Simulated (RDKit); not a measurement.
Input file for RDKit: UFF on C3H9F (a complex), monomers drawn apart or pushed together.

```python
from rdkit import Chem
from rdkit.Chem import AllChem, rdDetermineBonds

blocks = [
'''5

C    -0.52350377    0.49054430    0.50435920
F    -0.42282159   -0.84566918    0.87486186
H     0.28095911    1.04886373    0.98411384
H    -0.43575134    0.55976037   -0.58044856
H    -1.49080586    0.87315133    0.83072976
''',
'''8

C    -0.67358307    0.30039374    3.85233599
C     0.74134587   -0.27057014    3.83452008
H    -1.04837565    0.40545783    4.87248417
H    -1.36292465   -0.34628065    3.30726509
H    -0.70964039    1.28866861    3.38818415
H     1.44300158    0.38551337    4.35394515
H     1.09839219   -0.40651164    2.81258126
H     0.77838668   -1.24626382    4.32295713
''',
]
mol = None
for b in blocks:
    f = Chem.MolFromXYZBlock(b)
    rdDetermineBonds.DetermineBonds(f, charge=0)
    mol = f if mol is None else Chem.CombineMols(mol, f)
Chem.SanitizeMol(mol)
print(Chem.MolToSmiles(Chem.RemoveHs(mol)))
ff = AllChem.UFFGetMoleculeForceField(mol, vdwThresh=100.0, ignoreInterfragInteractions=False)
e = ff.CalcEnergy()
print(f'UFF energy {e:.6f} kcal/mol')
```

Output:

```
CC.CF
UFF energy 1.384022 kcal/mol
```

The run finished.

Cost: very roughly 0.04 core-seconds.
